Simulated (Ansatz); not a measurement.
```xyz
6

C     0.0000    0.0000   -1.1748
C     0.0000    0.0000    0.2783
N     0.0000    0.0000    1.4351
H     0.0000   -1.0314   -1.5557
H    -0.8932    0.5157   -1.5557
H     0.8932    0.5157   -1.5557
```

Basis set: 6-31G* (spherical functions). Left uncorrelated: 3 orbitals. Charge 0, multiplicity 1.

Computed with Ansatz (development build ahead of 0.2.0); each method stands on the lowest determinant of its kind that the runs found. Restricted open shells among the atoms or ions are ROHF, correlated in semicanonical orbitals with singles.

(1) Give the atomization energy at this shape (free ground-state atoms in the same class of orbitals less the molecule, no zero-point energy) of singlet C2H3N by RHF-MP2, RHF.

## Answers

(1)

| method | atomization energy |
| --- | --- |
| RHF-MP2 | 576.74 kcal/mol |
| RHF | 435.66 kcal/mol |
